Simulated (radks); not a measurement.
Values are calculated unless marked as measured or tabulated.
Task: These are the eigenvalues of the occupied orbitals of an atom or ion with whole-number occupations (hartree). Level of theory: Dirac Kohn-Sham, PBE, spin-unpolarised, spherical densities, finite nucleus; Fermi nuclear charge, rms radius of each element as measured or else 0.836 A^(1/3) + 0.57 fm (a radial shooting solver on a logarithmic mesh with Libxc functionals).

1s1/2: -1161.443
2s1/2: -178.0511
2p1/2: -166.8237
2p3/2: -156.7366
3s1/2: -35.43409
3p1/2: -30.81715
3p3/2: -28.93711
3d3/2: -20.79285
3d5/2: -20.39973
4s1/2: -6.03506
4p1/2: -4.44844
4p3/2: -4.09160
4d3/2: -1.56134
4d5/2: -1.50744
5s1/2: -0.55458
5p1/2: -0.23887
5p3/2: -0.20976

Which element is it, and in what charge state? The configuration may be excited. Open shells, if any, are shared by 2j + 1.

Result: Z = 52, tellurium, charge 0: Te in [Kr] 4d10 5s2 5p4. The list shows which subshells hold electrons but not how many an open one holds; the 1s level, -1161.4 hartree, gives Z - s = 48.2 by -(Z - s)^2/2, which with screening and relativity narrows Z to a few neighbours, and the depths of the outer levels then fix element, charge and occupations together.
